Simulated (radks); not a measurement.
Effect of the nuclear size on neutral erbium, [Xe] 4f12 6s2. Calculated with a radial shooting solver on a logarithmic mesh with Libxc functionals: Dirac Kohn-Sham, exchange-only LDA, spin-unpolarised, spherical densities, finite nucleus; open shells are shared between the two j in proportion to 2j + 1; Fermi nuclear charge, rms radius 5.2516 fm. The rms radius is varied about that value; shifts are against it.

| rms radius (fm) | total energy shift (eV) | density at nucleus (e/bohr^3) | 1s1/2 shift (meV) | 2s1/2 shift (meV) | 4p1/2 shift (meV) | 5s1/2 shift (meV) | 5p1/2 shift (meV) | 6s1/2 shift (meV) | 4f7/2 shift (meV) |
|---|---|---|---|---|---|---|---|---|---|
| 4.2485 | -11.2 | 9.242e+05 | -4580 | -611 | 0.364 | -4.67 | 0.470 | -0.169 | 0.802 |
| 5.031 | -2.60 | 8.801e+05 | -1070 | -142 | 0.084 | -1.09 | 0.109 | -0.039 | 0.187 |
| 5.2516 | 0 | 8.692e+05 | 0.000 | 0.000 | 0.000 | 0.000 | 0.000 | 0.000 | 0.000 |
| 5.635 | 4.71 | 8.517e+05 | 1930 | 257 | -0.152 | 1.97 | -0.198 | 0.071 | -0.338 |
| 5.7768 | 6.51 | 8.456e+05 | 2670 | 356 | -0.210 | 2.72 | -0.273 | 0.099 | -0.467 |

Slopes of the eigenvalues against <r^2> in GHz/fm^2, as finite differences over the two radii next to the reference (eigenvalue slopes, not the field-shift constants of lines): 1s1/2 112000, 2s1/2 15000, 4p1/2 -8.86, 5s1/2 115, 5p1/2 -11.5, 6s1/2 4.15, 4f7/2 -19.7.
